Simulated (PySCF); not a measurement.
The third ionisation energy along the noble gases

All values are computed (PySCF 2.14, energy differences of UHF-based or UKS calculations, no spin-orbit coupling). Values in eV. The last column holds reference values (NIST; (s) semi-empirical, (t) theoretical, else measured). Unmarked ones compare directly (S terms, centres of terms, or small fine structure); those marked * lie between the lowest fine-structure levels and include a spin-orbit shift.

```json
{"element": "Ne (def2-SVP, non-relativistic)", "configurations": "[He] 2s2 2p4 → [He] 2s2 2p3", "UHF": "61.863", "MP2 (valence)": "62.563", "SCS-MP2 (valence)": "62.550", "CCSD (valence)": "62.562", "CCSD(T) (valence)": "62.573", "reference": "63.423 *"}
{"element": "Ar (def2-SVP, non-relativistic)", "configurations": "[Ne] 3s2 3p4 → [Ne] 3s2 3p3", "UHF": "39.439", "MP2 (valence)": "39.938", "SCS-MP2 (valence)": "39.958", "CCSD (valence)": "39.940", "CCSD(T) (valence)": "39.947", "reference": "40.735 ± 0.012 (s) *"}
{"element": "Kr (def2-SVP, non-relativistic)", "configurations": "[Ar] 3d10 4s2 4p4 → [Ar] 3d10 4s2 4p3", "UHF": "34.253", "MP2 (valence)": "34.671", "SCS-MP2 (valence)": "34.688", "CCSD (valence)": "34.686", "CCSD(T) (valence)": "34.696", "reference": "35.838 ± 0.02 *"}
{"element": "Xe (def2-SVP with the def2 core potential (28 electrons), ECP)", "configurations": "[Kr] 4d10 5s2 5p4 → [Kr] 4d10 5s2 5p3", "UHF": "29.383", "MP2 (valence)": "29.990", "SCS-MP2 (valence)": "30.053", "CCSD (valence)": "30.122", "CCSD(T) (valence)": "30.141", "reference": "31.05 ± 0.04 (s) *"}
```

"Valence" correlates the outer s and p shells and, in groups 3 to 12 and the f block, the outer d or f shell, open or full, or the next shell where the ion has no valence electron left; the wider scheme adds the next inner shell.
